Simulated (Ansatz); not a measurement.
Basis-set extrapolation for C2H5ClO2Si (`O=COC[SiH2]Cl`) (PBE0-D4/def2-TZVP geometry, frozen core, Ansatz). Multiplicity 1, RHF reference.

|  | def2-TZVPP | def2-QZVPP |
| --- | --- | --- |
| HF | -976.977214 | -977.009397 |
| MP2 correlation | -1.097698 | -1.185531 |
| CCSD(T) correlation | -1.189394 | not run |

Energies in hartree. Use E(X) = E(∞) + A·exp(−7.88·√X) for Hartree–Fock and E(X) = E(∞) + B·X^(−2.97) for correlation, with X = 3 and 4, and add CCSD(T) minus MP2 of the smaller set to the MP2 limit.

Question: What is the CCSD(T) energy at the basis-set limit?

Answer: HF limit: -977.009397 + (-0.032183) × 0.13774 = -977.01383. MP2 limit: -1.185531 + (-0.087833) × 0.74074 = -1.25059. Higher-order term: -1.189394 − (-1.097698) = -0.09170. Total: -978.35612 hartree, 497.6 kJ/mol below CCSD(T)/def2-TZVPP.
